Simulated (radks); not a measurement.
The numbers below are computed, except where a source is named.
Polarisability of the chromium ion Cr5+, [Ar] 3d1, at imaginary frequency. Code: a radial shooting solver on a logarithmic mesh with Libxc functionals. Model: scalar-relativistic Kohn-Sham, LDA (Slater exchange, Perdew-Wang correlation), spin-polarised, spherical densities, finite nucleus; open shells are filled with parallel spins first; Fermi nuclear charge, rms radius 3.6452 fm. Response by self-consistent Sternheimer equations with the Hartree and adiabatic LDA kernel, the relativistic mass of each level held fixed and spin-orbit coupling left out.

w (hartree)  alpha1(iw) (bohr^3)
0.00266                    1.003
0.0143                     1.003
0.0360                     1.003
0.0697                     1.002
0.118                      1.000
0.186                     0.9959
0.280                     0.9871
0.413                     0.9693
0.605                     0.9343
0.892                     0.8670
1.35                      0.7456
2.12                      0.5544
3.59                      0.3222
6.94                      0.1309
17.5                     0.03138

Static values: alpha1 = 1.003 bohr^3 (0.1486 angstrom^3; uncoupled 1.502). C6 = 1.828, triple-dipole C9 = 1.330 atomic units. One-pole (London) frequency 4 C6 / (3 alpha1^2) = 2.424 hartree, against 2.941 for minus the highest occupied eigenvalue.
